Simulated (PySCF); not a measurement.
## A search over the determinants of CsN

Unrestricted PBE0; PySCF, scalar-relativistic core potentials, basis sets Cs def2-TZVPP with ECP46, N def2-TZVPP. Outer shells of the fragments: Cs 6s1; N 2s2 2p3.

Followed along the bond (rough minima from three points):

| 2Ms+1 | unpaired | ⟨S²⟩ at the start | R at minimum (Å) | Te (eV) |
| --- | --- | --- | --- | --- |
| 3 | σ ↑, π ↑ | 2.02 | 2.51 | 0.00 |
| 3 | π ↑↑ | 2.06 | 2.73 | 0.05 |
| 1 | σ ↓, π ↑ | 1.00 | 2.50 | 0.51 |
| 1 | π ↑↓ | 1.00 | 2.71 | 0.57 |
| 5 | σ ↑↑, π ↑↑ | 6.00 | none in the scan | ≤ 1.31 |

Solutions found at the starting distance of 2.860 Å, counted from the lowest of them; the search is not exhaustive and high or unbound solutions are not listed, so other states can lie among these:

```json
{"2Ms+1": "3", "unpaired": "π ↑↑", "term": "³Σ⁻", "E (eV)": "0.00", "⟨S²⟩": "2.06", "⟨Lz²⟩": "0.00", "μ (D)": "-8.32"}
{"2Ms+1": "3", "unpaired": "σ ↑, π ↑", "term": "³Π", "E (eV)": "0.15", "⟨S²⟩": "2.02", "⟨Lz²⟩": "1.02", "μ (D)": "-10.05"}
{"2Ms+1": "1", "unpaired": "π ↑↓", "term": "mixed", "E (eV)": "0.54", "⟨S²⟩": "1.00", "⟨Lz²⟩": "2.01", "μ (D)": "-9.11"}
{"2Ms+1": "1", "unpaired": "σ ↓, π ↑", "term": "mixed", "E (eV)": "0.68", "⟨S²⟩": "1.00", "⟨Lz²⟩": "1.03", "μ (D)": "-10.10"}
{"2Ms+1": "5", "unpaired": "σ ↑↑, π ↑↑", "term": "⁵Σ⁻", "E (eV)": "1.34", "⟨S²⟩": "6.00", "⟨Lz²⟩": "0.00", "μ (D)": "1.30"}
{"2Ms+1": "1", "unpaired": "none", "term": "mixed", "E (eV)": "2.10", "⟨S²⟩": "0.00", "⟨Lz²⟩": "2.00", "μ (D)": "-9.30"}
{"2Ms+1": "3", "unpaired": "σ ↑↑, π ↑↓", "term": "mixed", "E (eV)": "2.48", "⟨S²⟩": "3.01", "⟨Lz²⟩": "2.01", "μ (D)": "1.44"}
{"2Ms+1": "1", "unpaired": "σ ↓↓, π ↑↑", "term": "mixed", "E (eV)": "2.49", "⟨S²⟩": "2.01", "⟨Lz²⟩": "0.00", "μ (D)": "1.59"}
{"2Ms+1": "5", "unpaired": "σ ↑, π ↑↑↑", "term": "⁵Π", "E (eV)": "2.50", "⟨S²⟩": "6.00", "⟨Lz²⟩": "1.00", "μ (D)": "1.89"}
{"2Ms+1": "5", "unpaired": "σ ↑, π ↑↑, δ ↑", "term": "⁵Δ", "E (eV)": "2.77", "⟨S²⟩": "6.00", "⟨Lz²⟩": "4.00", "μ (D)": "0.34"}
```

A term symbol is given only where ⟨S²⟩ and ⟨Lz²⟩ are close to those of a pure state; real π, δ and φ orbitals otherwise mix terms. A positive dipole means Cs(−)N(+).

Compare the gap between the two lowest followed solutions at the starting distance with the gap between their minima.

At PBE0 the second solution (triplet, unpaired electrons π ↑↑) lies -0.15 eV from the first (triplet, unpaired electrons σ ↑, π ↑) at 2.860 Å and +0.05 eV at the minima; the two curves relax by different amounts, since their minima lie near 2.73 and 2.51 Å.

Spin–orbit coupling is left out. Counting both spins, an empty level lies below a filled one in some of these solutions, because spin and occupation are held.
